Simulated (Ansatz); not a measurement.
System: chloro(trimethyl)germane, C$_{3}$H$_{9}$ClGe, charge 0, multiplicity 1. SMILES: [CH3][Ge]([CH3])([CH3])[Cl]
Geometry: optimised at B3LYP-D3(BJ)/def2-TZVP (Ansatz, a first-principles code).

Wanted: vertical ionisation energy (to the doublet state of charge +1; each state is the SCF solution reached for its spin; the molecule has degenerate orbitals, so one determinant may break the symmetry; for the doublet the Hartree-Fock reference is unstable and T1 is 0.024), in eV. Correlated levels leave the core frozen unless marked. Open shells are spin-unrestricted. No spin-orbit coupling. The frozen core is the preceding noble-gas configuration, with the filled d and f shells of earlier blocks. No relativistic terms.  The program attaches cautions to a run behind CCSD/def2-SVPD: other roots. The program attaches cautions to a run behind CCSD(T)/def2-TZVPPD: other roots.

```csv
level,program,vertical ionisation energy (eV)
PBE/def2-TZVPD,Ansatz,9.64
BHLYP/def2-TZVPD,Ansatz,10.26
wB97M-V/def2-TZVPD,Ansatz,10.34
wB97X-V/def2-TZVPD,Ansatz,10.40
CCSD/def2-SVPD,Ansatz,10.43
CCSD(T)/def2-TZVPPD,Ansatz,10.41
```
